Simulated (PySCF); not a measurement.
C₂H₅Se, SMILES CC[Se], multiplicity 2. Coordinates come from a PBE-D3(BJ)/def2-SVP optimisation. The isomer is the one that the SMILES or the coordinates give; other isomers of the formula were not compared.

Calculation: PySCF with PBE-D3(BJ)/def2-SVP.

Harmonic wavenumbers (cm⁻¹): 220, 279, 517, 554, 870, 944, 1045, 1187, 1191, 1339, 1363, 1408, 1419, 2965, 2968, 2999, 3054, 3076. Rotational constants (GHz): 31.40, 3.612, 3.377; symmetry number 1.

Question: Work out the zero-point energy and the ideal-gas rigid-rotor harmonic-oscillator thermochemistry at 298.15 K and 1 atm.

Answer: ZPE = ½ Σ hcν = ½ × 27397 cm⁻¹ = 163.87 kJ/mol. H − E(el) = 177.94 kJ/mol. Entropy in J/(mol K): translation 167.14, rotation 101.44, vibration 21.63, spin 5.76, total 295.97. G − E(el) = 89.69 kJ/mol. Cp = 66.98 J/(mol K).
